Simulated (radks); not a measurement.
Effect of the nuclear size on the tantalum ion Ta+, [Xe] 4f14 5d3 6s1. All-electron calculation, Dirac Kohn-Sham, LDA (Slater exchange, Perdew-Wang correlation), spin-unpolarised, spherical densities, finite nucleus; open shells are shared between the two j in proportion to 2j + 1; Fermi nuclear charge, rms radius 5.3507 fm. Program: a radial shooting solver on a logarithmic mesh with Libxc functionals. The rms radius is varied about that value; shifts are against it.

| rms radius (fm) | total energy shift (eV) | density at nucleus (e/bohr^3) | 1s1/2 shift (meV) | 2s1/2 shift (meV) | 5p1/2 shift (meV) | 6s1/2 shift (meV) | 5d5/2 shift (meV) | 6p1/2 (empty) shift (meV) | 7s1/2 (empty) shift (meV) |
|---|---|---|---|---|---|---|---|---|---|
| 4.7407 | -11.5 | 1.362e+06 | -4660 | -650 | 0.224 | -0.583 | 0.219 | 0.079 | -0.091 |
| 4.928 | -8.04 | 1.344e+06 | -3270 | -456 | 0.157 | -0.409 | 0.154 | 0.055 | -0.064 |
| 5.3507 | 0 | 1.307e+06 | 0.000 | 0.000 | 0.000 | 0.000 | 0.000 | 0.000 | 0.000 |
| 5.6717 | 6.40 | 1.282e+06 | 2600 | 363 | -0.125 | 0.325 | -0.122 | -0.044 | 0.051 |
| 6.6723 | 27.9 | 1.213e+06 | 11300 | 1580 | -0.544 | 1.42 | -0.533 | -0.191 | 0.221 |

Slopes of the eigenvalues against <r^2> in GHz/fm^2, as finite differences over the two radii next to the reference (eigenvalue slopes, not the field-shift constants of lines): 1s1/2 180000, 2s1/2 25100, 5p1/2 -8.66, 6s1/2 22.5, 5d5/2 -8.47, 6p1/2 (empty) -3.04, 7s1/2 (empty) 3.51.
